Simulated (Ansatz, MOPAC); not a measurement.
Species: H$_{3}$SiO, charge 1, multiplicity 1. SMILES: [OH+]=[SiH2]

Atoms: Si1, O2, H3, H4, H5. Bonds: Si1-O2, Si1-H3, Si1-H4, O2-H5.

Bond lengths (Å) and angles (degrees) optimised at AM1 with MOPAC; PM6 with MOPAC; PM7 with MOPAC; HF/STO-3G with Ansatz (an electronic-structure program); HF/3-21G with Ansatz; HF/6-31G* with Ansatz, each started from the B3LYP-D3(BJ)/def2-TZVP structure (Ansatz) of the last column. A row stands for all coordinates that are equal there; 7 of 8 kinds are shown. 6-31G* holds six Cartesian d functions. No wavenumbers were computed at HF/STO-3G, so these may be saddle points.

```json
[
 {"coordinate": "Si1-O2", "AM1": "1.672", "PM6": "1.561", "PM7": "1.473", "HF/STO-3G": "1.584", "HF/3-21G": "1.577", "HF/6-31G*": "1.561", "B3LYP-D3(BJ)/def2-TZVP": "1.570"},
 {"coordinate": "Si1-H3", "AM1": "1.435", "PM6": "1.438", "PM7": "1.464", "HF/STO-3G": "1.431", "HF/3-21G": "1.453", "HF/6-31G*": "1.447", "B3LYP-D3(BJ)/def2-TZVP": "1.461"},
 {"coordinate": "Si1-H4", "AM1": "1.431", "PM6": "1.438", "PM7": "1.463", "HF/STO-3G": "1.434", "HF/3-21G": "1.457", "HF/6-31G*": "1.452", "B3LYP-D3(BJ)/def2-TZVP": "1.466"},
 {"coordinate": "O2-H5", "AM1": "0.959", "PM6": "0.928", "PM7": "1.028", "HF/STO-3G": "0.983", "HF/3-21G": "0.960", "HF/6-31G*": "0.954", "B3LYP-D3(BJ)/def2-TZVP": "0.968"},
 {"coordinate": "O2-Si1-H3", "AM1": "113.3", "PM6": "115.6", "PM7": "115.0", "HF/STO-3G": "114.3", "HF/3-21G": "115.5", "HF/6-31G*": "115.2", "B3LYP-D3(BJ)/def2-TZVP": "113.9"},
 {"coordinate": "O2-Si1-H4", "AM1": "122.0", "PM6": "115.6", "PM7": "118.1", "HF/STO-3G": "120.6", "HF/3-21G": "119.3", "HF/6-31G*": "120.7", "B3LYP-D3(BJ)/def2-TZVP": "121.0"},
 {"coordinate": "Si1-O2-H5", "AM1": "127.2", "PM6": "180.0", "PM7": "167.1", "HF/STO-3G": "118.5", "HF/3-21G": "158.4", "HF/6-31G*": "132.4", "B3LYP-D3(BJ)/def2-TZVP": "130.5"}
]
```

Mean signed difference of all 4 bond lengths from B3LYP-D3(BJ)/def2-TZVP: AM1 0.008 Å, PM6 -0.025 Å, PM7 -0.009 Å, HF/STO-3G -0.009 Å, HF/3-21G -0.005 Å, HF/6-31G* -0.013 Å.
